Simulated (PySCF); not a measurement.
Compound: C₇H₁₀NP.
Cartesian coordinates in Å at the GFN2-xTB level; atoms count from 1:
```
atom  x, y, z in Å
C1     2.9544    0.5297    0.3054
C2     1.6744   -0.2902    0.4571
C3     1.2947   -0.9251   -0.8371
P4    -0.1861   -1.0416   -1.6080
N5    -1.2823   -0.3314   -0.4789
C6    -2.2297    0.6007   -0.8166
C7    -2.9988    0.8654    0.2758
C8    -2.5279    0.0411    1.3245
C9    -1.4837   -0.6811    0.8320
H10    3.7784   -0.0984   -0.0270
H11    3.2256    0.9798    1.2573
H12    2.8111    1.3240   -0.4238
H13    0.8676    0.3502    0.8201
H14    1.8422   -1.0692    1.2096
H15    2.1146   -1.3798   -1.3810
H16   -2.2572    1.0110   -1.8079
H17   -3.8094    1.5650    0.3329
H18   -2.9216   -0.0084    2.3210
H19   -0.8762   -1.4324    1.2979
```

Computed at PBE0/pcSseg-1 (PySCF, non-relativistic), with Q(14N) = 0.02044 b: N5, 14N (I = 1): χzz = -2.425 MHz, η = 0.148.

(1) Find the zero-field quadrupole resonance frequencies of 14N at N5.

## Answers

(1) From ν± = (3/4)|χ|(1 ± η/3) and ν0 = |χ|η/2: ν+ 1.909 MHz, ν− 1.729 MHz, ν0 0.180 MHz (pyrrole-type nitrogen).

In a crystal, neighbours and librations shift these lines. One conformer (not necessarily the lowest) at the GFN2-xTB geometry, without solvent, vibrations or thermal averaging. GFN2-xTB bond lengths can be off by several hundredths of an ångström, more for odd bonds, and the gradients follow them. The small basis limits the accuracy of the gradients.
